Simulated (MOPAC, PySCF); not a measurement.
Stepwise substitution at one centre (In SH-H). Gas-phase values, no solvent. One relaxed conformer stands for each flexible species; it need not be the lowest. Strings in code marks are SMILES.

Quantity: vertical ionisation energy (energy after one electron is removed minus that of the parent at the parent's geometry), in eV.

Level 1: TPSSh-D3(BJ)/def2-TZVP // CAM-B3LYP-D3(BJ)/def2-TZVP (PySCF)
Level 2: minus the HOMO energy of B3LYP/6-31G* (LANL2DZ on In) // CAM-B3LYP-D3(BJ)/def2-TZVP (PySCF)
Level 3: minus the HOMO energy of PM3 // CAM-B3LYP-D3(BJ)/def2-TZVP (MOPAC)
Level 4: minus the HOMO energy of PM7 // CAM-B3LYP-D3(BJ)/def2-TZVP (MOPAC)

```csv
species,level 2,level 3,level 4
"`[SH][InH][SH]` (H–S–In–S torsion 180°, S–In–S–H torsion 0°)",7.14,10.12,9.25
`[SH][InH2]`,7.14,10.90,9.12
```

Q: What does level 1 give for each?

A: 
- `[SH][InH][SH]` (H–S–In–S torsion 180°, S–In–S–H torsion 0°): 9.14
- `[SH][InH2]`: 9.61
